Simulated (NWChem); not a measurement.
Molecule: RbCl; SMILES [Cl][Rb]

Results from NWChem. The geometry was optimised at PBE0/def2-SVP. def2 effective core potentials on Rb; no spin-orbit coupling. Level PBE/def2-SVP: energy and gradient; each run changes one setting, and changes count from the defaults (medium grid, exact Coulomb integrals, symmetry on).

Task: Which setting moves the energy most, and by about how much (tight SCF thresholds and tolerances; extra-fine grid; symmetry off; Coulomb fitting, Weigend set; defaults)?

Result: Coulomb fitting, Weigend set, by about 80 μHa.
```json
[
 {"setting": "defaults", "size of the energy change (μHa)": "< 10", "largest change of a gradient component (μHa/bohr)": "< 30"},
 {"setting": "symmetry off", "size of the energy change (μHa)": "< 10", "largest change of a gradient component (μHa/bohr)": "other frame"},
 {"setting": "Coulomb fitting, Weigend set", "size of the energy change (μHa)": "80", "largest change of a gradient component (μHa/bohr)": "< 30"},
 {"setting": "extra-fine grid", "size of the energy change (μHa)": "< 10", "largest change of a gradient component (μHa/bohr)": "< 30"},
 {"setting": "tight SCF thresholds and tolerances", "size of the energy change (μHa)": "< 10", "largest change of a gradient component (μHa/bohr)": "< 30"}
]
```
